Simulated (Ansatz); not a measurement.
Species: 1,1,1,2-tetrafluoroethane, C₂H₂F₄, net charge 0, singlet state. SMILES: FCC(F)(F)F
Coordinates optimised at B3LYP-D3(BJ)/def2-TZVP (Ansatz, a quantum-chemistry and plane-wave program):
```xyz
8

F     -1.6811    -0.9996     0.1245
C     -1.1517     0.2566    -0.0625
C      0.3646     0.1829    -0.0217
F      0.8538    -0.6115    -0.9848
F      0.8125    -0.2755     1.1561
F      0.8677     1.4206    -0.2063
H     -1.4937     0.9174     0.7350
H     -1.4596     0.6393    -1.0362
```

Wanted: vertical triplet-singlet gap (E(triplet) - E(singlet); each state is the SCF solution reached for its spin; for the triplet the Hartree-Fock reference is unstable and T1 is 0.064), in kcal/mol. Cores are frozen in the correlated levels unless marked. UHF or UKS for open shells. Spin-orbit coupling is left out. Non-relativistic. 

| level | program | vertical triplet-singlet gap (kcal/mol) |
|---|---|---|
| PBE/def2-TZVPD | Ansatz | 189.2 |
| r2SCAN/def2-TZVPD | Ansatz | 199.9 |
| BHLYP/def2-TZVPD | Ansatz | 223.0 |
| B2PLYP/def2-TZVPD | Ansatz | 219.3 |
| RI-MP2/aug-cc-pVTZ | Ansatz | 242.9 |
| RI-MP2/aug-cc-pVQZ | Ansatz | 244.4 |
